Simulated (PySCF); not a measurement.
Species: C7H11NS.
Numbering: `[S:1]=[C:2]=[N:3][CH:4]1[CH2:5][CH2:6][CH2:7][CH2:8][CH2:9]1` (hydrogens: H10 on C4; H11, H12 on C5; H13, H14 on C6; H15, H16 on C7; H17, H18 on C8; H19, H20 on C9)

The geometry is computed with GFN2-xTB (gas phase).

Question: What internal coordinates does the optimisation give?

Answer: 
```json
{"bond": "S1=C2", "length (Å)": "1.559"}
{"bond": "C2=N3", "length (Å)": "1.191"}
{"bond": "N3–C4", "length (Å)": "1.416"}
{"bond": "C4–C5, C4–C9", "length (Å)": "1.535"}
{"bond": "C5–C6, C8–C9", "length (Å)": "1.525"}
{"bond": "C6–C7, C7–C8", "length (Å)": "1.526"}
{"bond": "C4–H10", "length (Å)": "1.097"}
{"bond": "C5–H11, C9–H19", "length (Å)": "1.092"}
{"bond": "C5–H12, C9–H20", "length (Å)": "1.092"}
{"bond": "C6–H13, C8–H18", "length (Å)": "1.092"}
{"bond": "C6–H14, C8–H17", "length (Å)": "1.091"}
{"bond": "C7–H15", "length (Å)": "1.093"}
{"bond": "C7–H16", "length (Å)": "1.091"}
```

Bonds in one row agree within 0.01 Å and their mean is given. A selection of angles:
```json
{"angle": "S1–C2–N3", "degrees": "169.8"}
{"angle": "C2–N3–C4", "degrees": "145.8"}
{"angle": "N3–C4–C5", "degrees": "110.9"}
{"angle": "C5–C4–C9", "degrees": "110.6"}
{"angle": "C4–C5–C6", "degrees": "111.3"}
{"angle": "C5–C6–C7", "degrees": "110.6"}
{"angle": "C6–C7–C8", "degrees": "110.2"}
```

Torsions: C2–N3–C4–C5 62° (synclinal); N3–C4–C5–C6 -69° (synclinal); C4–C5–C6–C7 -57° (synclinal); C5–C6–C7–C8 58° (synclinal); C6–C7–C8–C9 -58° (synclinal); C7–C8–C9–C4 57° (synclinal); N3–C4–C9–C8 69° (synclinal).

The 6-membered ring C4–C5–C6–C7–C8–C9 has internal angles of 110.2° to 111.4° (sum 665°, against 720° for a flat polygon); it is puckered, 0.24 Å rms from its mean plane, widest ring torsion 58°. C2 (isothiocyanate carbon) is bent (angle 169.8°). Of the pairs four or more bonds apart, C2···H13 is among the closest relative to their van der Waals radii: 2.64 Å, 91 % of the sum of Bondi's values. The 2 C–N bonds span 1.191 Å (C2=N3, drawn double) to 1.416 Å (N3–C4, drawn single), a spread of 0.225 Å.

Point group: Cs (every atom within 0.08 Å of its image). No frequency check. One conformer, not necessarily the lowest.
